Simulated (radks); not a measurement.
Problem. The mean radii <r> (bohr) of the occupied orbitals of an atom or ion are listed with their occupations. Method: scalar-relativistic Kohn-Sham, BLYP, spin-polarised, spherical densities, finite nucleus; Fermi nuclear charge, rms radius of each element as measured or else 0.836 A^(1/3) + 0.57 fm; computed with a radial shooting solver on a logarithmic mesh with Libxc functionals.

| orbital | occ. | <r> |
|---|---|---|
| 1s up | 1 | 0.04029 |
| 1s down | 1 | 0.04029 |
| 2s up | 1 | 0.1778 |
| 2s down | 1 | 0.1778 |
| 2p up | 3 | 0.1551 |
| 2p down | 3 | 0.1551 |
| 3s up | 1 | 0.5105 |
| 3s down | 1 | 0.5103 |
| 3p up | 3 | 0.5185 |
| 3p down | 3 | 0.5181 |
| 3d up | 5 | 0.5242 |
| 3d down | 5 | 0.5228 |
| 4s up | 1 | 1.382 |
| 4p up | 3 | 1.557 |
| 4p down | 2 | 1.576 |

Name the element and its charge. Open shells, if any, are filled with parallel spins first.

Solution. Z = 37, rubidium, charge +3: Rb3+ in [Ar] 3d10 4s1 4p5. The 1s radius gives Z: for a bare nucleus <r> = (2 gamma + 1)/(2Z) with gamma = sqrt(1 - (Z/c)^2), 0.03954 bohr for Z = 37, and screening makes it slightly larger (0.04029 here). The occupations add up to 34, and the charge is Z minus that.
